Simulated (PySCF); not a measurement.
**KF: frontier orbitals**

M06 at R = 2.226 Å; basis K def2-SVPD, F def2-SVPD; no relativity; PySCF 2.14. State: ¹Σ⁺ (singlet), closed shell. Only the outer orbitals are listed, counted within each symmetry.

```json
{"orbital": "5σ", "occ.": "2", "ε (eV)": "-38.01", "on K (%)": "100", "main shells (%)": "100 K s"}
{"orbital": "6σ", "occ.": "2", "ε (eV)": "-25.90", "on K (%)": "2", "main shells (%)": "98 F s"}
{"orbital": "2π", "occ.": "2", "ε (eV)": "-20.45", "on K (%)": "100", "main shells (%)": "100 K p"}
{"orbital": "2π", "occ.": "2", "ε (eV)": "-20.45", "on K (%)": "100", "main shells (%)": "100 K p"}
{"orbital": "7σ", "occ.": "2", "ε (eV)": "-20.03", "on K (%)": "98", "main shells (%)": "98 K p"}
{"orbital": "8σ", "occ.": "2", "ε (eV)": "-6.38", "on K (%)": "3", "main shells (%)": "97 F p"}
{"orbital": "3π", "occ.": "2", "ε (eV)": "-6.33", "on K (%)": "1", "main shells (%)": "99 F p"}
{"orbital": "3π", "occ.": "2", "ε (eV)": "-6.33", "on K (%)": "1", "main shells (%)": "99 F p"}
{"orbital": "9σ", "occ.": "0", "ε (eV)": "-2.13", "on K (%)": "100", "main shells (%)": "74 K s, 26 K p"}
{"orbital": "4π", "occ.": "0", "ε (eV)": "-0.83", "on K (%)": "104", "main shells (%)": "101 K p"}
{"orbital": "4π", "occ.": "0", "ε (eV)": "-0.83", "on K (%)": "104", "main shells (%)": "101 K p"}
```

Task: Which are the highest filled and the lowest empty level, where do they sit, and how wide is the gap?

Result: Highest filled 3π at -6.33 eV (in %: 99 F p); lowest empty 9σ at -2.13 eV (in %: 74 K s, 26 K p); the gap at M06 is 4.20 eV.

```json
{
  "bond order (Mayer)": "0.06",
  "⟨S²⟩": "0.000",
  "charge on K (Mulliken, basis-dependent)": "0.90",
  "charge on K (Löwdin, basis-dependent)": "0.97",
  "dipole moment (positive dipole means K(−)F(+))": "-9.06 D"
}
```

Shares are Mulliken populations and can fall outside 0 to 100 %.
